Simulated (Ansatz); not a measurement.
`C[Si]N([SiH3])[SiH3]` + HBr → `[SiH3]N([SiH3])[Si]Br` + CH₄ at 500 K and 1 bar (ligand exchange at the Si–C bond).

Program: Ansatz. Geometries: PBE0-D4/def2-TZVP. ΔE: electronic, gas phase. CCSD(T)/CBS adds triple-zeta CCSD(T) − MP2 to the extrapolated MP2 energy (def2 sets, frozen cores). This one scheme is used for every species. For Br outer-core shells are correlated without core-valence functions, which leaves a few kJ/mol of doubt a bond. Scalar relativity is left out up to krypton. One conformer a species, not always the lowest.

```csv
species,CCSD(T)/CBS energy (Eh),H − E (kJ/mol),S (J/(mol·K))
`C[Si]N([SiH3])[SiH3]`,-965.43545,306.3,483.6
HBr,-2573.91920,30.5,213.7
`[SiH3]N([SiH3])[Si]Br`,-3498.95213,209.8,469.5
CH₄,-40.46206,135.6,206.8
```

H − E and S are ideal-gas, rigid-rotor, harmonic terms from PBE0-D4/def2-TZVP, for one conformer and one mirror image of each species. 1 Eh = 2625.50 kJ/mol, R = 8.31446 J/(mol·K).

By hand: ΔE, ΔH, ΔS and ΔG.

ΔE = (-3498.95213) + (-40.46206) − (-965.43545) − (-2573.91920) = -0.05954 Eh = -156.3 kJ/mol. Δ(H − E) = 209.8 + 135.6 − 306.3 − 30.5 = 8.6, so ΔH = -147.7 kJ/mol. ΔS = 469.5 + 206.8 − 483.6 − 213.7 = -21.0 J/(mol·K). ΔG = -147.7 − 500 × (-21.0)/1000 = -137.2 kJ/mol.

By hand: the equilibrium constant, and the temperature at which ΔG would vanish if ΔH and ΔS stayed fixed.

log₁₀ K = −ΔG/(RT ln 10) = 14.3. ΔG = 0 at ΔH/ΔS = 7033 K, far beyond where these terms or the molecules hold.

ΔH outweighs TΔS. A doubt of 5 kJ/mol in ΔE shifts log₁₀ K by 0.5 here. Other conformers and mirror images would add mixing entropy, several J/(mol·K) or more a flexible species. Modes under 60 cm⁻¹, often nearly free rotors, make the harmonic entropy too high. These are equilibria of isolated gas molecules and say nothing of rates. Largest T1 diagnostic: 0.013 (customary marks: 0.02 for closed shells, 0.045 for open ones).
